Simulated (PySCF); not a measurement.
# UHF on Sr (strontium, neutral)

Configuration: [Kr] 5s2, closed-shell 1S. Computed with PySCF 2.14 in dyall-av2z (22s16p11d, 125 functions), with no relativity, point nucleus.

| Item | Value |
| --- | --- |
| Total energy | -3131.538265 hartree |
| One-electron energy | -4338.0982 hartree |
| Hartree (Coulomb) energy | 1308.5088 hartree |
| Exchange energy | -101.9489 hartree |
| Kinetic energy | 3131.53298 hartree |
| ⟨S²⟩ | 0.0000 |
| ⟨L²⟩ | 0.000 |
| Sum of ⟨r⟩ | 31.82 bohr |
| Sum of ⟨r²⟩ | 76.10 bohr² |
| Density at the nucleus (Gaussians lack the cusp) | 37900 bohr⁻³ |
| Langevin diamagnetic susceptibility | -60.3 ×10⁻⁶ cm³/mol |

| shell | electrons | mean orbital energy (hartree) | rms radius, mean of both spins (bohr) |
| --- | --- | --- | --- |
| 1s | 2 | -583.68855 | 0.0465 |
| 2s | 2 | -80.39141 | 0.192 |
| 2p | 6 | -72.99632 | 0.168 |
| 3s | 2 | -13.47543 | 0.535 |
| 3p | 6 | -10.70033 | 0.540 |
| 3d | 10 | -5.69470 | 0.545 |
| 4s | 2 | -1.89709 | 1.48 |
| 4p | 6 | -1.09825 | 1.69 |
| 5s | 2 | -0.17847 | 4.95 |

A non-relativistic calculation at this Z misses sizeable relativistic shifts.

Spin-orbit constants ζ (cm⁻¹) from the X2C one-electron operator on these orbitals (non-relativistic here): bare nucleus, nucleus screened by l(l+1)(2l+1)/3 electrons, and screened by the Breit-Pauli mean field of the electrons.

| shell | bare | screened nucleus | mean field |
| --- | --- | --- | --- |
| 2p | 344600 | 326500 | 317700 |
| 3p | 52490 | 49720 | 48090 |
| 3d | 7668 | 5650 | 5340 |
| 4p | 5334 | 5053 | 4862 |
